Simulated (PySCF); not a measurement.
Sn(F)(Cl)(OH)2 (ClFH₂O₂Sn), SMILES [F][Sn]([OH])([OH])[Cl].

Geometry: PBE0-D3(BJ)/def2-SVP. The structure was generated by enumeration; whether it is a known compound was not checked. The def2 effective core potentials stand for the cores of Sn; spin–orbit coupling is left out. One conformer was computed; it need not be the lowest.

Two levels are set side by side: PBE/def2-TZVP (PySCF) and ωB97X/def2-TZVP (PySCF). Same geometry, gas phase. Differences are taken from unrounded values.

```tsv
quantity	ωB97X
orbital gap (eV)	11.62
highest occupied level (eV)	-12.21
lowest empty level (eV)	-0.59
dipole moment (D)	1.93
mean polarisability (bohr³)	52.1
```

**Question.** What does PBE give, and how far is it from ωB97X? (Estimate from the structure and the level; the computed values follow.)

**Answer.** 
```csv
quantity,PBE,PBE minus ωB97X
orbital gap (eV),4.34,-7.28
highest occupied level (eV),-7.98,4.23
lowest empty level (eV),-3.64,-3.05
dipole moment (D),1.90,-0.03
mean polarisability (bohr³),56.1,4.0
```

Without exact exchange PBE keeps part of each electron's self-repulsion, which lifts occupied levels and narrows the gap. Loosely held outer electrons make PBE densities more polarisable. Differences between two approximate levels are no errors against the true value.

Rough cost on one machine, each run with all the roots and properties that it gave: ωB97X against PBE within a factor of 2.
